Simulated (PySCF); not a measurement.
## Spinor energies of Nb³⁶⁺ (niobium, charge +36)

Start: [He] 2s2 2p1; 2p3/2 filled at m_j = +3/2. Calculated with PySCF 2.14 in an even-tempered Gaussian basis (17 s from 16 bohr⁻², ratio 2.4; 12 p from 20 bohr⁻², ratio 2.4; 5 d from 67 bohr⁻², ratio 2.6; 4 f from 100 bohr⁻², ratio 2.6): generalised Hartree-Fock with the X2C-1e Hamiltonian and a Gaussian nucleus; one run each with spin-orbit coupling (SO) screened by Boettger's factors, then bare. This is a chosen level, not necessarily the ground level.

```
spinor shell  electrons  ε, screened SO (eV)  ε, bare SO (eV)  weight of nominal j (bare SO)  rms radius, bare SO (bohr)
       1s1/2          2             -21982.7         -21982.9                          1.000                      0.0412
       2s1/2          2              -5102.4          -5102.4                          1.000                       0.161
       2p3/2          1              -4910.0          -4908.2                          1.000                       0.141
```

| quantity | screened SO | bare SO |
| --- | --- | --- |
| E (hartree) | -2266.79892 | -2266.73428 |
| M_J | 3/2 | 3/2 |
| ⟨J²⟩ | 3.750 | 3.750 |
| ⟨L²⟩ | 2.000 | 2.000 |
| ⟨S²⟩ | 0.750 | 0.750 |

Each row is a mean over spinors that exchange with the open shell spreads, by up to 33.112 eV (2s1/2).

Breit and QED terms are absent; they matter most for the inner s and p1/2 levels.

Densities and radii are taken from the X2C orbitals without a picture-change correction, which distorts them close to the nucleus.
